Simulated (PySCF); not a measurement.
Frontier orbitals and the lowest excitations

Species: Si(vinyl)3(pyrrolidide), C10H17NSi.
Structure used (PBE0-D3(BJ)/def2-SVP), in Å, numbered top down from 1:
```xyz
29
C10H17NSi angstrom
Si     0.3455    0.9336    0.1892
C      0.2745    1.1983    2.0466
C     -0.4627    0.4170    2.8446
H      0.8202    2.0372    2.4999
H     -1.0326   -0.4248    2.4327
H     -0.5385    0.5779    3.9263
C      2.1376    0.9262   -0.3576
C      3.1785    0.8842    0.4827
H      2.3481    0.9106   -1.4365
H      3.0364    0.8823    1.5697
H      4.2168    0.8441    0.1328
C     -0.5761    2.3140   -0.6758
C      0.0228    3.2762   -1.3874
H     -1.6678    2.3661   -0.5618
H      1.1094    3.2949   -1.5315
H     -0.5379    4.0932   -1.8562
N     -0.4142   -0.5712   -0.2252
C     -1.6510   -0.7338   -0.9792
C     -1.6362   -2.1991   -1.4081
C     -0.8959   -2.8746   -0.2596
C      0.1985   -1.8626    0.0660
H     -1.7016   -0.0515   -1.8445
H     -2.5457   -0.5272   -0.3570
H     -1.0616   -2.3121   -2.3423
H     -2.6443   -2.6028   -1.5839
H     -1.5702   -2.9933    0.6052
H     -0.4979   -3.8682   -0.5125
H      0.5321   -1.9335    1.1159
H      1.0940   -2.0435   -0.5621
```

Computed with TDDFT B3LYP/def2-SVPD, vertical, gas phase, core orbitals frozen in the response in PySCF 2.14.0, density-fitted response routines.

Kohn–Sham orbitals with the atoms that hold most of them (Löwdin shares over 4%, at most four atoms; ? is withheld):

```
orbital  ε (eV)                             atoms
 LUMO+2   -0.02  C12 18%, C2 18%, C13 18%, C3 17%
 LUMO+1   -0.45    C8 32%, C7 28%, Si1 6%, H11 5%
   LUMO   -0.80                                 ?
   HOMO       ?   N17 53%, C18 9%, C21 9%, Si1 5%
 HOMO-1   -7.33                                 ?
 HOMO-2   -7.61    C7 35%, C8 34%, C12 6%, Si1 5%
 HOMO-3   -7.61  C12 20%, C13 20%, C2 13%, C3 11%
```

Task: Give the leading atoms of the HOMO-1.

Result: C3 (bonded to C and 2 H) 25%; C2 (bonded to C, Si and H) 25%; C12 (bonded to C, Si and H) 16%; C13 (bonded to C and 2 H) 14%.

Task: Which atoms hold the LUMO, and with what shares?

Result: C13 (bonded to C and 2 H) 18%; C3 (bonded to C and 2 H) 16%; C12 (bonded to C, Si and H) 15%; C2 (bonded to C, Si and H) 14%.

Task: What is the HOMO energy, and the HOMO–LUMO gap?

Result: ε(HOMO) = -5.72 eV; the gap is 4.92 eV (0.1807 hartree).

Within 0.005 eV of a neighbour in this list lie HOMO-3/HOMO-2 (point group found: C1); within a degenerate set the shares of single atoms can hang on how the components are chosen.

Task: The HOMO–LUMO gap is 4.92 eV. Where does the response calculation put the lowest singlet, and from which orbitals?

Result: S1 is at 4.07 eV (f = 0.0043), 0.85 eV below the gap, made of HOMO→LUMO (100%). 

Task: Give energy, strength and leading configuration of S1, S2 and S6, and follow the Löwdin shares of the leading atoms from the occupied to the empty orbital.

Result: 
- S1 (4.07 eV, f 0.0043), HOMO→LUMO (100%): N17 53% → at most 15%, C18 9% → at most 15%, C13 at most 5% → 18%, C3 at most 5% → 16%
- S2 (4.43 eV, f 0.0071), HOMO→LUMO+1 (99%): N17 53% → at most 5%, C18 9% → at most 5%, C8 at most 5% → 32%, C7 at most 5% → 28%
- S6 (5.88 eV, f 0.088), HOMO-1→LUMO (71%): C3 25% → 16%, C2 25% → 14%, C13 14% → 18%

One conformer stands for the species.
